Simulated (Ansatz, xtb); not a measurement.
Two isomers of C4H7N3Si

Structure a is `C=N[SiH2]c1ncc[nH]1`, a singlet and structure b is `[SiH3]Nc1ccnnc1`, a singlet. Both are isolated molecules in the gas phase, relaxed with PBE-D3(BJ)/def2-SVP; the shapes shown needn't be the lowest conformers.

a (Å):

```yaml
atoms:
  - { symbol: C, position_ang: [-1.9874, 2.3002, -1.1627] }
  - { symbol: C, position_ang: [-0.3702, -0.4440, 1.1747] }
  - { symbol: C, position_ang: [-0.4452, -2.0925, 2.5688] }
  - { symbol: C, position_ang: [-1.4322, -2.3505, 1.6211] }
  - { symbol: N, position_ang: [-1.3495, 1.2351, -0.8800] }
  - { symbol: N, position_ang: [0.2018, -0.9169, 2.2855] }
  - { symbol: N, position_ang: [-1.3682, -1.2954, 0.7448] }
  - { symbol: Si, position_ang: [0.0468, 1.1060, 0.2188] }
  - { symbol: H, position_ang: [-1.7449, 3.3182, -0.7608] }
  - { symbol: H, position_ang: [-2.8610, 2.2673, -1.8558] }
  - { symbol: H, position_ang: [1.2630, 0.9332, -0.6480] }
  - { symbol: H, position_ang: [0.2374, 2.3013, 1.1182] }
  - { symbol: H, position_ang: [-0.1790, -2.7049, 3.4402] }
  - { symbol: H, position_ang: [-2.1513, -3.1682, 1.5057] }
  - { symbol: H, position_ang: [-1.9432, -1.1221, -0.0844] }
```

b (Å):

| atom | x (Å) | y (Å) | z (Å) |
| --- | --- | --- | --- |
| C | -0.2493 | -0.8748 | 1.1035 |
| C | 0.8622 | -0.0433 | 0.8681 |
| C | 2.1221 | -0.5334 | 1.2357 |
| C | 0.0602 | -2.1310 | 1.6969 |
| N | -1.5460 | -0.5222 | 0.7924 |
| N | 2.3420 | -1.7357 | 1.7946 |
| N | 1.2901 | -2.5294 | 2.0204 |
| Si | -2.0961 | 0.9929 | 0.0568 |
| H | -1.4761 | 1.1921 | -1.2983 |
| H | -1.7405 | 2.1723 | 0.9188 |
| H | -3.5830 | 0.8435 | -0.0545 |
| H | -2.2462 | -1.2313 | 1.0226 |
| H | 0.7600 | 0.9550 | 0.4137 |
| H | 3.0255 | 0.0788 | 1.0727 |
| H | -0.7497 | -2.8508 | 1.9188 |

Quicker runs give these differences E(b) − E(a): GFN2-xTB −11.5 kcal/mol; HF/STO-3G −0.5 kcal/mol (at GFN2-xTB geometries); r2SCAN-D4/def2-SVP +7.1 kcal/mol (at GFN2-xTB geometries).

Question: Which of the two would you expect CCSD(T)/def2-SVP + ΔMP2/def2-TZVPP electronic energies to favour?

Answer: Structure a; the calculation gives E(b) − E(a) = +11.7 kcal/mol.

How the difference moves with the method:

```
                             level             geometry  E(b) − E(a) (kcal/mol)  departure from the last row (kcal/mol)  job, with rough time for the two
                          GFN2-xTB             GFN2-xTB                     −11.5                                   −23.2              optimisation, 0.54 s
                         HF/STO-3G             GFN2-xTB                      −0.5                                   −12.2              single point, 0.53 s
                r2SCAN-D4/def2-SVP             GFN2-xTB                      +7.1                                    −4.6               single point, 4.9 s
               PBE-D3(BJ)/def2-SVP  PBE-D3(BJ)/def2-SVP                      +7.3                                    −4.4                optimisation, 42 s
                       HF/def2-SVP  PBE-D3(BJ)/def2-SVP                     +11.3                                    −0.3           part of the CCSD(T) run
                      MP2/def2-SVP  PBE-D3(BJ)/def2-SVP                     +11.4                                    −0.2           part of the CCSD(T) run
                  CCSD(T)/def2-SVP  PBE-D3(BJ)/def2-SVP                     +11.2                                    −0.4                      single point
CCSD(T)/def2-SVP + ΔMP2/def2-TZVPP  PBE-D3(BJ)/def2-SVP                     +11.7                                                     single point, 1.9 min
```

As drawn, b has 1 C–N, 2 C∷C, 1 N∷N, 1 Si–H in place of 1 C=N, 1 C–Si, 2 C∷N, 1 C–H (∷ is an aromatic bond). Structure a has a 5-membered ring (with an aromatic ring), b a 6-membered ring (with an aromatic ring).

GFN2-xTB puts the two in the other order. HF/STO-3G finds them nearly level. The largest departure from CCSD(T)/def2-SVP + ΔMP2/def2-TZVPP is that of GFN2-xTB, 23.2 kcal/mol. The last row adds to CCSD(T) the change of the MP2 difference between the two basis sets, here +0.4 kcal/mol.

With thermal terms from frequencies at re-optimised GFN2-xTB minima (ideal gas, soft modes damped towards free rotors, one conformer each, 298.15 K, 1 atm): on the last row, ΔE + ΔZPE = +10.9, ΔH = +10.5, ΔG = +11.5 kcal/mol.

The correlated steps freeze 12 core orbitals. Programs: Ansatz 0.2.0, xtb 6.7.1; the last row on 4 threads of Arm Neoverse V1 on a shared host.
